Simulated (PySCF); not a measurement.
Computed IR spectrum (relative IR intensity) of a molecule C₃H₉FOSi. Coordinates come from a PBE-D3(BJ)/def2-SVP optimisation. One conformer was computed; it need not be the lowest. Level of theory: PBE-D3(BJ)/def2-SVP (PySCF). Frequencies are harmonic and unscaled.

```csv
ν (cm⁻¹),relative intensity
157,4.0
454,3.2
703,4.4
709,11
816,16
828,6.9
855,5.8
897,100
931,47
1008,6.7
1108,49
1139,5.0
1219,17
1236,5.8
1371,9.4
1393,6.2
1403,3.0
2179,30
2192,52
2886,21
2924,22
2938,8.9
2982,5.0
3013,4.2
3077,6.0
3080,5.1
```

Question: Pick the molecule that these values belong to.
A) CC[Si@H](F)OC
B) CC[C@H](O)[SiH2]F
C) CCOC[SiH2]F
D) CO[C@H](C)[SiH2]F

Answer: C, CCOC[SiH2]F
